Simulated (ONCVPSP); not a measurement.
# europium (Eu): ONCV pseudisation with PW91, scalar-relativistic reference atom.

ONCVPSP 4.0.1 was run on this input:

```
# ATOM AND REFERENCE CONFIGURATION
# atsym  z   nc   nv     iexc    psfile
  Eu 63.00    9    4  -109134      upf
#
#   n    l    f
    1    0    2.00
    2    0    2.00
    2    1    6.00
    3    0    2.00
    3    1    6.00
    3    2   10.00
    4    0    2.00
    4    1    6.00
    4    2   10.00
    4    3    7.00
    5    0    2.00
    5    1    6.00
    6    0    2.00
#
# PSEUDOPOTENTIAL AND OPTIMIZATION
# lmax
    3
#
#   l,   rc,      ep,       ncon, nbas, qcut
    0    2.45    0.00    5    8    5.60
    1    2.05    0.00    3    6    7.60
    2    2.10    0.23    4    7    4.90
    3    1.15    0.00    4    8   14.40
#
# LOCAL POTENTIAL
# lloc, lpopt,  rc(5),   dvloc0
    3    5    1.15    0.00
#
# VANDERBILT-KLEINMAN-BYLANDER PROJECTORs
# l, nproj, debl
    0    2    1.90
    1    1    0.90
    2    1    0.90
    3    0    2.00
#
# MODEL CORE CHARGE
# icmod, fcfact, rcfact
    2    0.60    0.75
#
# LOG DERIVATIVE ANALYSIS
# epsh1, epsh2, depsh
   -3.00    5.00    0.02
#
# OUTPUT GRID
# rlmax, drl
    6.00    0.01
#
# TEST CONFIGURATIONS
# ncnf
    4
# nvcnf
#   n    l    f
    4
    4    3    7.00
    5    0    2.00
    5    1    6.00
    6    0    1.00
#
    4
    4    3    7.00
    5    0    2.00
    5    1    6.00
    6    0    0.00
#
    4
    4    3    6.00
    5    0    2.00
    5    1    6.00
    6    0    0.00
#
    5
    4    3    7.00
    5    0    2.00
    5    1    6.00
    6    0    0.00
    6    1    2.00
#
```

Command:

```bash
oncvpsp.x < Eu.dat > Eu.out
```

Resulting log (shortened: citation, most of the input echo, consistency checks and plot data are left out):

```
ONCVPSP  (Optimized Norm-Conservinng Vanderbilt PSeudopotential)
scalar-relativistic version 4.0.1

. Perdew, J. A. Chevary, S. H. Vosko, K. A. Jackson, M. R. Pederson, D. J. Singh, and C. Fiolhais,  Phys. Rev. B 46, 6671 (1992)
LXC   Correlation
LXC     Perdew & Wang 91 (GGA)
LXC     [1] J. P. Perdew. In P. Ziesche and H. Eschrig, editors, Proceedings of the 75. WE-Heraeus-Seminar and 21st Annual International Symposium on Electronic Structure of Solids, 11. Berlin, 1991. Akademie Verlag.
LXC     [2] J. P. Perdew, J. A. Chevary, S. H. Vosko, K. A. Jackson, M. R. Pederson, D. J. Singh, and C. Fiolhais,  Phys. Rev. B 46, 6671 (1992)

sratom123: lschfb convergence ERROR n,l,iter=   4   3   4
```

The run stopped because the all-electron bound-state solver failed for one shell.

The run took about 0.07 s on one core of a shared server CPU.
